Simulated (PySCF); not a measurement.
Precursor series Cd OH-NH2. All species are isolated molecules in the gas phase. One relaxed conformer stands for each flexible species; it need not be the lowest.

All values below come from PBE-D3(BJ)/def2-TZVP // r2SCAN-D4/def2-SVP in PySCF. All candidates: neutral, multiplicity 1. 

```json
{
 "LUMO": "-1.41 eV",
 "HOMO": "-5.37 eV",
 "HOMO–LUMO gap": "3.96 eV"
}
```

### Question
Say which member has these values.
(A) [Cd(OH)(NH2)]
(B) [Cd(OH)2]
(C) [Cd(NH2)2]

### Answer
C, [Cd(NH2)2]. The others give [Cd(OH)2]: -2.34 eV, -6.44 eV, 4.10 eV; [Cd(OH)(NH2)]: -1.87 eV, -5.81 eV, 3.94 eV
